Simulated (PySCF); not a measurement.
# SiBH5O3

SiBH5O3 is a small molecule, neutral, singlet. The structure, one conformer, was relaxed in the gas phase by PBE0-D3(BJ)/def2-SVP. No frequency run checks that it is a minimum.

SMILES: B[Si](O)(O)O

```tsv
atom	x (Å)	y (Å)	z (Å)
O1	-0.631	-0.961	1.469
Si2	-0.273	-0.087	0.105
O3	-1.201	-0.693	-1.127
O4	-0.651	1.481	0.542
B5	1.604	-0.155	-0.588
H6	-0.693	-0.446	2.279
H7	-2.045	-1.073	-0.860
H8	-0.479	2.159	-0.117
H9	2.467	-0.864	-0.128
H10	1.916	0.552	-1.519
```

Shieldings: GIAO PBE0/pcSseg-2. Shifts are against computed references at the same level: H TMS (σ 31.24 ppm), Si TMS (σ 341.3 ppm). Core levels by delta-SCF with SCAN, pcX-2 on the ionised atom and pcseg-1 elsewhere, spin-free X2C (2p3/2 is the spin-free 2p value less a third of a first-order spin-orbit splitting); from the vacuum level, for chosen atoms.

(1) Give the shieldings and core levels atom by atom.

(2) By CAM-B3LYP/def2-SVPD (TDDFT singlets, Tamm-Dancoff triplets, ionisation by delta-SCF), where does absorption start, and what does vertical ionisation take?

Results:

(1) 
| atoms | bonded to | σ (ppm) | δ (ppm) | core level (eV) |
| --- | --- | --- | --- | --- |
| O1 | 1 Si + 1 H | 273.0 | - | 1s 538.62 |
| Si2 | 1 B + 3 O | 379.6 | -38.3 | 2p3/2 107.83 |
| O3 | 1 Si + 1 H | 259.8 | - | 1s 538.61 |
| O4 | 1 Si + 1 H | 251.5 | - | 1s 538.64 |
| B5 | 1 Si + 2 H | -14.0 | - | - |
| H6 | 1 O | 29.42 | 1.82 | - |
| H7 | 1 O | 29.29 | 1.96 | - |
| H8 | 1 O | 29.60 | 1.65 | - |
| H9 | 1 B | 21.51 | 9.74 | - |
| H10 | 1 B | 21.66 | 9.58 | - |

Values are those of this one static structure; atoms that internal rotation interchanges would show their mean in an NMR spectrum.

Core levels of B5 are left out, their hole states being strongly spin-contaminated.

(2) The lowest singlet lies at 4.23 eV (f 0.005), the strongest of the first 6 at 7.50 eV (f 0.108), the lowest triplet at 3.39 eV; vertical ionisation takes 10.66 eV.
